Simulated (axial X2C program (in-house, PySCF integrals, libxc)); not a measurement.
# Low determinants of AlFe at the PBE0 level, 2c

Computed with an in-house all-electron X2C program for linear molecules (integrals from PySCF). Two-component (2c) means X2C with spin–orbit coupling and atomic mean-field two-electron Coulomb and Gaunt terms. Basis: Fe dyall-cv3z [9s10p6d3f2g], Al dyall-v3z [8s8p2d1f] (cores contracted in-house); Gaussian nuclei, density fitting, unrestricted open shells. Masses: Fe 55.935 u, Al 26.982 u.

Search at 2.420 Å (vertical energies from the lowest determinant):

| ΔE (eV) | state | electrons beyond evenly filled partner blocks | electrons in ±ω = 1/2, 3/2, 5/2, 7/2 |
| --- | --- | --- | --- |
| 0.00 | Ω = 3/2 | ω = 1/2, ω = -3/2, ω = 5/2 | 29 9 1 0 |
| 0.49 | Ω = 5/2 | ω = 5/2 | 30 8 1 0 |
| 0.52 | Ω = 1/2 | ω = -1/2, ω = -3/2, ω = 5/2 | 29 9 1 0 |
| 0.61 | Ω = 9/2 | ω = 1/2, ω = 3/2, ω = 5/2 | 29 9 1 0 |
| 0.68 | Ω = 7/2 | ω = -1/2, ω = 3/2, ω = 5/2 | 29 9 1 0 |
| 0.72 | Ω = 3/2 | ω = 3/2 | 28 9 2 0 |
| 0.73 | Ω = 5/2 | ω = 5/2 | 28 10 1 0 |

Lowest determinant, Ω = 3/2 (⟨Sz⟩ = 1.50, ⟨Lz⟩ = 0.00 at PBE0): Re = 2.415 Å, ωe = 299.2 cm⁻¹.

The determinant in row 2 of the search, Ω = 5/2 (⟨Sz⟩ = 1.50, ⟨Lz⟩ = 1.00 at PBE0), was followed along the bond at PBE0; measured from the minimum of the lowest determinant it gives:

Te = 0.474 eV (3823 cm⁻¹), Re = 2.499 Å, ωe = 261.1 cm⁻¹.

Question: Compare the bond of the determinant in row 2 with that of the lowest one.

Answer: At PBE0 its Re is 0.084 Å longer and its force constant, which goes as ωe², is 0.76 times that of the lowest determinant. T0 ≈ Te + Δωe/2 = 3823 + (-19) = 3804 cm⁻¹.

The search compares states at one distance, so a state with another bond length can lie lower; it is not exhaustive and yields mostly the lowest determinant of each block pattern, so other components and higher states of one pattern are missing. These are energies of single determinants, not of spin-adapted states; PBE0 term energies can be off by some tenths of an eV, and the functional has no current term.
